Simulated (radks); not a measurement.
Question: The mean radii <r> (bohr) of the occupied orbitals of an atom or ion are listed with their occupations. Calculated with a radial shooting solver on a logarithmic mesh with Libxc functionals: non-relativistic Kohn-Sham, revTPSS, spin-polarised, spherical densities, point nucleus; meta-GGA in the generalised Kohn-Sham scheme.

| orbital | occ. | <r> |
|---|---|---|
| 1s up | 1 | 0.09715 |
| 1s down | 1 | 0.09707 |
| 2s up | 1 | 0.4683 |
| 2s down | 1 | 0.4701 |
| 2p up | 3 | 0.4271 |
| 2p down | 2 | 0.4298 |
| 3s up | 1 | 1.542 |
| 3s down | 1 | 1.567 |
| 3p up | 3 | 1.731 |
| 3p down | 1 | 1.794 |
| 4s up | 1 | 5.570 |

Name the element and its charge. Open shells, if any, are filled with parallel spins first.

Answer: Z = 16, sulfur, charge 0: S in [He] 2s2 2p5 3s2 3p4 4s1. The 1s radius gives Z: for a bare nucleus <r> = 1.5/Z, 0.09375 bohr for Z = 16, and screening makes it slightly larger (0.09715 here). The occupations add up to 16, and the charge is Z minus that.
